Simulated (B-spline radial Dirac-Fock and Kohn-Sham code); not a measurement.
## Satellites and hypersatellites of the K lines of Se¹⁰⁺

System: Se¹⁰⁺, [Ar] 3d6.

Level of theory: Dirac-Fock (average of configuration) total-energy differences with a finite nucleus, the Breit interaction including its frequency dependence, and self-energy and vacuum-polarisation corrections; a radial atomic solver. Each two-hole energy is an average over J within one jj subconfiguration, not an observable level; in light atoms, where LS coupling holds, the j-resolved values are not observed lines, and for a K spectator the Kα1 hypersatellite is nearly forbidden. Electron correlation is not included.

Lines without a spectator: Kα2 (K-L2) 11180.3 eV, Kα1 (K-L3) 11221.4 eV, Kβ3 (K-M2) 12521.4 eV, Kβ1 (K-M3) 12528.2 eV. Shifts in eV with one spectator hole (a dash: not computed, or left out as unreliable):

```
spectator hole    Kα2    Kα1     Kβ3     Kβ1
    L2 (2p1/2)  +37.1  +45.6       –  +103.6
    L3 (2p3/2)  +40.5  +39.3   +98.2       –
    M2 (3p1/2)      –  +4.84  +13.07  +15.61
    M3 (3p3/2)  +4.23      –  +14.59  +14.04
```

Question: Where does the K-L3 hypersatellite lie, emitted when both K electrons are missing?

Answer: +372.2 eV from the normal line, at 11593.6 eV. Removing both K electrons costs 26377.5 eV, which is 519.1 eV more than twice the K binding energy.

With n spectator holes in 2p, averaged over the 2p shell (energies in eV):

```csv
n,KαLⁿ,step,hypersatellite KαʰLⁿ
0,11207.7,–,11578.2
1,11248.9,+41.2,11620.7
2,11291.3,+42.4,11664.5
3,11335.0,+43.7,11709.5
4,11380.0,+45.0,11755.8
5,11426.2,+46.3,11803.4
```
